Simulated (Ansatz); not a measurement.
Stepwise reaction of `[F][Hf]([F])([SH])[SH]` with hydrogen sulfide, as a gas-phase model of exchange steps in deposition or etching. ΔE in kJ/mol; ΔG adds harmonic PBE0-D4 terms to CCSD(T)/CBS, at 1 bar.

Computed with Ansatz on PBE0-D4/def2-TZVP structures; ΔE is electronic, products minus reactants. CCSD(T)/CBS is the MP2 limit (def2-TZVPP, def2-QZVPP) plus CCSD(T) − MP2 in def2-TZVPP, frozen cores. This one scheme is used for every species. DFT in def2-TZVPP. B3LYP here is the variant with VWN-RPA as its local correlation; programs differ in this. def2 core potentials past Kr. For Hf outer-core shells are correlated without core-valence functions, which leaves a few kJ/mol of doubt a bond. One conformer a species, not always the lowest.

```
step                                                            reaction  PBE-D4  B3LYP-D4  ωB97M-V  CCSD(T)/CBS  ΔG(500 K)
   2  `[F][Hf]([SH])([SH])[SH]` + H₂S → `[SH][Hf]([SH])([SH])[SH]` + H–F    86.9      94.1     94.6         80.3       81.9
```

Task: Give the row of step 1, `[F][Hf]([F])([SH])[SH]` + H₂S → `[F][Hf]([SH])([SH])[SH]` + H–F. (Estimate.)

Result: Ansatz gave: 
```csv
step,reaction,PBE-D4,B3LYP-D4,ωB97M-V,CCSD(T)/CBS,ΔG(500 K)
1,`[F][Hf]([F])([SH])[SH]` + H₂S → `[F][Hf]([SH])([SH])[SH]` + H–F,82.0,88.9,90.9,77.4,88.4
```

Task: By hand: ΔE of the 2 steps together at CCSD(T)/CBS.

Result: (77.4) + (80.3) = 157.7 kJ/mol, or 78.8 kJ/mol a step.

In ΔE the steps differ by no more than 2.9 kJ/mol. All are uphill at CCSD(T)/CBS. ΔG lies between 81.9 and 88.4 kJ/mol a step. PBE-D4 differs from CCSD(T)/CBS by 4.6 to 6.6 kJ/mol a step. Isolated molecules leave out the surface, adducts and barriers. Largest T1 diagnostic: 0.017.
